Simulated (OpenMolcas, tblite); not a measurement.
CH7NOSi (SMILES OCN[SiH3]): methods side by side

CH7NOSi: 11 atoms, total charge 0, spin state singlet. SMILES: `OCN[SiH3]`. The coordinates come from a PBE0-D4/def2-TZVP relaxation. This is one conformer, not always the lowest.

| atom | x (Å) | y (Å) | z (Å) |
| --- | --- | --- | --- |
| O | -1.2080 | 1.8085 | -0.6684 |
| C | -0.0098 | 1.1978 | -0.2606 |
| N | 0.0215 | -0.2043 | -0.5522 |
| Si | 0.4725 | -1.4259 | 0.5712 |
| H | -1.9307 | 1.2911 | -0.2993 |
| H | 0.7769 | 1.7531 | -0.7813 |
| H | 0.1508 | 1.3206 | 0.8204 |
| H | 0.0332 | -0.4105 | -1.5397 |
| H | -0.2127 | -1.1405 | 1.8601 |
| H | 1.9344 | -1.5155 | 0.8581 |
| H | 0.0371 | -2.7316 | 0.0127 |

Quantity: the dipole moment, in D. The values are calculated.

```csv
level,kind,program,value (D),CPU time
GFN2-xTB,semi-empirical,tblite,1.02,under 2 s
HF/cc-pVDZ,Hartree–Fock,OpenMolcas,0.95,16 s
SVWN5/cc-pVDZ,LDA,OpenMolcas,0.73,54 s
BLYP/cc-pVDZ,GGA,OpenMolcas,0.67,77 s
PBE/cc-pVDZ,GGA,OpenMolcas,0.66,76 s
TPSS/cc-pVDZ,meta-GGA,OpenMolcas,0.65,1.7 min
BHLYP/cc-pVDZ,global hybrid,OpenMolcas,0.86,76 s
```

The values span 0.65 to 1.02 D. Magnitudes only. Times are those of the runs behind each value, whatever else they computed, on shared processors of several kinds: orders of magnitude only.
